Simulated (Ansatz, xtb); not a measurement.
# A geometry optimisation of CO2Se+ with r2SCAN-D4/def2-SVP

The starting geometry of this gas-phase doublet was built from a drawn formula by distance geometry and a force field; its bonds are those of `O1[C]2O[Se+]12`.

```yaml
atoms:
  - { symbol: C, position_ang: [-3.4463, 0.0729, -0.7742] }
  - { symbol: O, position_ang: [-2.1489, 0.1429, -1.1876] }
  - { symbol: O, position_ang: [-4.0654, -1.1310, -0.8191] }
  - { symbol: Se, position_ang: [-3.1462, -0.7315, -2.4102] }
```

Task: Predict what it relaxes into with r2SCAN-D4/def2-SVP.

Result: 2 bonds break, giving a structure given below by its coordinates. Distances that change by over a tenth: C1–O2 (1.36 → 1.19 Å), C1–O3 (1.35 → 1.14 Å), O2–Se4 (1.80 → 2.22 Å). Contacts that open: C1–Se4 (1.85 → 3.15 Å), O3–Se4 (1.88 → 4.18 Å).

The energy falls by 4.82 eV over 19 steps:

| step | E − E(last) (eV) |
| --- | --- |
| 1 | 4.821 |
| 3 | 4.165 |
| 5 | 2.641 |
| 7 | 2.240 |
| 9 | 0.849 |
| 11 | 0.348 |
| 13 | 0.059 |
| 15 | 0.015 |
| 17 | 0.003 |
| 19 | 0.000 |

Final geometry (Å):

```yaml
atoms:
  - { symbol: C, position_ang: [-3.5176, -0.3556, -0.5721] }
  - { symbol: O, position_ang: [-2.6595, -0.0616, -1.3487] }
  - { symbol: O, position_ang: [-4.3212, -0.6149, 0.1985] }
  - { symbol: Se, position_ang: [-2.3085, -0.6148, -3.4687] }
```

From the same start GFN2-xTB reaches the same bonding as this run.

The end wasn't checked by frequencies. Open shells are spin-unrestricted. Run with Ansatz 0.2.0, 6 min on 1 thread of Arm Neoverse V1, with other jobs on the host.
